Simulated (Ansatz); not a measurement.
Reaction (ligand exchange at the In–O bond): `BC(=C)[O][InH2]` + `[SiH3]N[SiH3]` → `[SiH3][N]([SiH3])[InH2]` + `BC(=C)O`

Gas-phase electronic energies from Ansatz, PBE0-D4/def2-TZVP geometries. CCSD(T)/CBS adds triple-zeta CCSD(T) − MP2 to the extrapolated MP2 energy (def2 sets, frozen cores). This one scheme is used for every species. Functionals use def2-TZVPP. Elements past krypton have def2 core potentials. For In outer-core shells are correlated without core-valence functions, which leaves a few kJ/mol of doubt a bond. Each species was taken in one conformer, which may not be the lowest.

`BC(=C)[O][InH2]`:

Z-matrix (Å, degrees):
```
B
C 1 1.547
H 1 1.196 2 118.9
H 1 1.196 2 120.9 3 -179.4
C 2 1.350 1 118.0 3 6.9
O 2 1.346 1 118.6 3 -177.2
H 5 1.081 2 120.0 1 -4.4
H 5 1.089 2 122.6 1 174.6
In 6 2.010 2 125.5 1 141.6
H 9 1.705 6 112.7 2 -12.9
H 9 1.701 6 109.1 2 169.2
```

`[SiH3]N[SiH3]`:

Z-matrix (Å, degrees):
```
Si
N 1 1.726
H 1 1.490 2 112.6
H 1 1.484 2 107.4 3 119.9
H 1 1.489 2 110.9 3 -120.0
Si 2 1.726 1 128.9 3 -109.8
H 2 1.011 1 115.5 3 66.2
H 6 1.490 2 112.6 1 109.8
H 6 1.484 2 107.4 1 -10.1
H 6 1.488 2 110.9 1 -130.1
```

`[SiH3][N]([SiH3])[InH2]`:

Cartesian coordinates in Å:
```
Si 0.457 -0.218 1.610
N -0.059 -0.047 -0.029
Si 0.702 1.121 -1.048
In -1.579 -1.231 -0.766
H -0.333 -1.295 2.266
H 1.903 -0.571 1.697
H 0.266 1.044 2.383
H 2.166 0.867 -1.177
H 0.542 2.505 -0.516
H 0.092 1.065 -2.404
H -2.201 -2.329 0.385
H -1.955 -0.911 -2.400
```

`BC(=C)O`:

Z-matrix (Å, degrees):
```
B
C 1 1.534
H 1 1.193 2 119.6
H 1 1.201 2 120.3 3 -180.0
C 2 1.344 1 120.0 3 0.0
O 2 1.365 1 121.4 3 -180.0
H 5 1.085 2 122.1 1 180.0
H 5 1.080 2 119.3 1 -0.0
H 6 0.960 2 108.4 1 0.0
```

```csv
level,ΔE (kJ/mol)
PBE0-D4,-3.6
LC-ωPBE,1.7
```

Task: What does CCSD(T)/CBS give? (An estimate is asked.)

Result: Ansatz gave: -5.0 kJ/mol. The listed levels differ from it by 1.4, 6.7 kJ/mol.

Largest T1 diagnostic among the species: 0.017.

The D4 term adds −5.2 kJ/mol with B3LYP and −2.8 kJ/mol with PBE0; it sums over pairs of atoms, weighted by their polarisabilities, and B3LYP, whose exchange is more repulsive, gets the larger term. From BLYP to BHLYP (50 % exact exchange), in def2-TZVPP and without D4, ΔE moves by −4.6 kJ/mol. In def2-TZVPP, CCSD(T) changes the Hartree–Fock value by −15.4 kJ/mol (the triples alone add −1.8 kJ/mol) and MP2 by −16.9 kJ/mol.

CCSD(T)/CBS has its own doubt, a few kJ/mol and more with outer-core shells, so smaller differences from it don't rank the levels.

B3LYP here is the variant with VWN-RPA as its local correlation; programs differ in this.
